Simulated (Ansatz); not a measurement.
`[SiH3][NH][SnH3]` + `[OH][AlH][CH2]F` → `F[CH2][AlH][O][SiH3]` + `[NH2][SnH3]`  (ligand exchange at the Si–N bond)

Isolated molecules relaxed with PBE0-D4/def2-TZVP in Ansatz; ΔE leaves out vibrations. CCSD(T)/CBS adds triple-zeta CCSD(T) − MP2 to the extrapolated MP2 energy (def2 sets, frozen cores). DFT in def2-TZVPP. B3LYP here is the variant with VWN-RPA as its local correlation; programs differ in this. def2 core potentials past Kr. For Sn outer-core shells are correlated without core-valence functions, which leaves a few kJ/mol of doubt a bond. Each species was taken in one conformer, which may not be the lowest.

CCSD(T)/CBS gives -0.49 eV.

Task: Another level gave -0.51 eV. Which?
A. PBE-D4/def2-TZVPP
B. B3LYP/def2-TZVPP
C. HF/def2-TZVPP
D. ωB97X-V/def2-TZVPP

Result: D. ωB97X-V -0.51, HF/def2-TZVPP -0.63, PBE-D4 -0.47, B3LYP -0.56 eV.

Largest T1 diagnostic among the species: 0.013.

In def2-TZVPP, CCSD(T) changes the Hartree–Fock value by +0.12 eV (the triples alone add +0.02 eV) and MP2 by +0.14 eV.
